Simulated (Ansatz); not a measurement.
Geometry optimisation, Ansatz, RKS B3LYP/def2-SVP.

The input (input.yaml):

```yaml
crystal:
  periodic: [false, false, false]
  atoms:
    - { symbol: C, position_ang: [-1.7327, 0.9841, 0.4589] }
    - { symbol: C, position_ang: [-0.3023, 1.2823, 0.2171] }
    - { symbol: Se, position_ang: [0.7508, 0.1175, 1.3382] }
    - { symbol: C, position_ang: [0.8855, -1.3368, 0.0545] }
    - { symbol: "N", position_ang: [1.6737, -1.0094, -1.0839] }
    - { symbol: H, position_ang: [-2.0365, 1.2155, 1.513] }
    - { symbol: H, position_ang: [-2.3534, 1.7249, -0.1756] }
    - { symbol: H, position_ang: [-2.0024, 0.0031, 0.1651] }
    - { symbol: H, position_ang: [-0.0639, 2.3555, 0.5246] }
    - { symbol: H, position_ang: [-0.0463, 1.1343, -0.8294] }
    - { symbol: H, position_ang: [1.1831, -2.2621, 0.5823] }
    - { symbol: H, position_ang: [-0.199, -1.5408, -0.2878] }
    - { symbol: H, position_ang: [2.6039, -0.9063, -0.7268] }
    - { symbol: H, position_ang: [1.6265, -1.7908, -1.7214] }
basis:
  gaussian: { orbitals: def2-SVP }
hamiltonian:
  xc: b3lyp
relax:
  f_tol: 0.015
  max_steps: 40
```

Launched with:

```bash
$ ansatz run input.yaml --threads 2 --pin off --max-ram 3072MiB --backend cpu --events-out ev --progress --plain --runs-dir out
```

Task: Where does it end, and by what steps?

Result: It converged. After 6 steps the energy has fallen by 0.418 eV; H12 moved furthest, 0.34 Å.

```
step  energy less start (eV)  largest force component (eV/Å)  accepted
   0                  0.0000                           3.162       yes
   1                 -0.3565                           0.865       yes
   2                 -0.4035                           0.217       yes
   3                 -0.4118                           0.137       yes
   4                 -0.4160                           0.081       yes
   5                 -0.4176                           0.045       yes
   6                 -0.4179                           0.010       yes
```

```xyz
14
Properties=species:S:1:pos:R:3
C -1.778 1.057 0.356
C -0.274 1.296 0.312
Se 0.791 0.071 1.440
C 0.903 -1.417 0.138
N 1.510 -1.002 -1.104
H -2.179 1.178 1.374
H -2.302 1.773 -0.303
H -2.039 0.043 0.014
H -0.015 2.307 0.663
H 0.138 1.173 -0.701
H 1.430 -2.210 0.705
H -0.118 -1.779 -0.061
H 2.502 -0.799 -0.982
H 1.417 -1.721 -1.822
```

Time of the run: 35 s on 2 threads of Arm Neoverse V1, with other jobs on the host, peak memory 0.39 GiB.
